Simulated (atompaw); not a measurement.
# Pseudopotential generation for samarium: PAW (atompaw), LDA (PW92), scalar-relativistic.

| Item | Value |
| --- | --- |
| Element | samarium |
| Generator | atompaw 4.2.0.5 |
| Type | PAW |
| Functional | LDA (PW92) |
| Relativity | scalar-relativistic |
| Frozen core | [Kr] 4d10 |
| Valence charge | 16 |
| Reference configuration | 4f6 5s2 5p6 5d1 6s1 6p0 |
| Partial waves | 5s (bound): rc 2.50 bohr; 6s (bound): rc 2.10 bohr; 5p (bound): rc 2.10 bohr; 6p (bound, empty): rc 2.45 bohr; 5d (bound): rc 3.00 bohr; 5d channel at 3.7 Ry: rc 3.00 bohr; 4f (bound): rc 1.15 bohr; 4f channel at 4.25 Ry: rc 1.15 bohr |
| Local potential | troulliermartins scheme with l = 4 at -0.5 Ry, radius 2.75 bohr |
| Core correction | smooth core density matched at 1.75 bohr |
| Augmentation charge | sinc compensation charge, radius 2.85 bohr; PAW radius 3.00 bohr; waves and projectors: custom rrkj gramschmidtortho |

All-electron outer shells of the reference configuration (LDA (PW92), scalar-relativistic, ld1.x):

| shell | level (eV) | outermost node (bohr) | outermost maximum (bohr) |
| --- | --- | --- | --- |
| 4p | -245.93 | 0.30 | 0.56 |
| 4d | -127.66 | 0.28 | 0.59 |
| 5s | -42.27 | 0.69 | 1.27 |
| 5p | -22.27 | 0.74 | 1.43 |
| 6s | -3.38 | 1.70 | 3.66 |
| 4f | -1.64 | – | 0.61 |
| 5d | -1.26 | 0.84 | 2.28 |
| 6p | -1.12 | 2.07 | 5.20 |

Task: Does the generator finish with these settings?

Result: Yes, a potential is produced.

Task: Estimate the cutoffs (Ry, on a coarse ladder) from which the occupation-weighted sum of valence levels, in a spherical-Bessel basis at the reference potential, stays within 10 and 1 mRy of its value at 400 Ry.

Result: 140 Ry and 230 Ry.

Task: Does the potential have ghost states?

Result: No extra level below or beside the all-electron valence levels (s, p, d, f tested).

Task: Is the overlap operator S = 1 + Σ q|β⟩⟨β| positive definite (Bessel basis up to 400 Ry)?

Result: Yes: its lowest eigenvalue is 0.22 (s channel).

Task: Which valence shell sets the plane-wave cutoff?

Result: 4f: its level needs 160 Ry to come within 1 mRy, against 18 Ry for 6s.
